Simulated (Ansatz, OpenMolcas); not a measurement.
# GeNH3Cl (SMILES [NH2][GeH][Cl]): the energy, rung by rung

GeNH3Cl: 6 atoms, total charge 0, spin state doublet. SMILES: `[NH2][GeH][Cl]`. The shape is that of a PBE0-D4/def2-TZVP optimisation. This is one conformer, not always the lowest.

```xyz
6

N    -0.4463    0.3179   -0.7883
Ge    0.0754   -0.1510    0.9081
Cl    1.2430   -1.9569    0.6233
H    -0.9845    1.1712   -0.8614
H    -0.8887   -0.4143   -1.3272
H     1.0432    0.9691    1.3993
```

Each level gives the energy change with the N1–H5 bond stretched from 1.011 to 1.314 Å (eV). The values are calculated.

```csv
level,kind,program,value (eV),CPU time (all runs)
UHF/cc-pVDZ,Hartree–Fock,OpenMolcas,1.33,17 s
U-r2SCAN0/cc-pVDZ,hybrid meta-GGA,Ansatz,1.17,65 s
U-wB97M-V/cc-pVDZ,range-separated hybrid,Ansatz,1.11,3.5 min
U-wB97X/cc-pVDZ,range-separated hybrid,Ansatz,1.14,1.8 min
UCAM-B3LYP/cc-pVDZ,range-separated hybrid,Ansatz,1.11,30 s
UPBE-QIDH/cc-pVDZ,double hybrid,Ansatz,1.19,28 s
RPA@PBE0/cc-pVDZ,RPA,Ansatz,1.06,35 s
UMP2/cc-pVDZ,perturbation theory,Ansatz,1.12,9.5 s
```

All-electron rows without a relativistic Hamiltonian named are non-relativistic. The first shape isn't each level's own minimum. The values span 1.06 to 1.33 eV. In the correlated wave-function rows the outer d shell of Ge is correlated, in sets not made for it. Times are those of the runs behind each value, whatever else they computed, on shared processors of several kinds: orders of magnitude only.
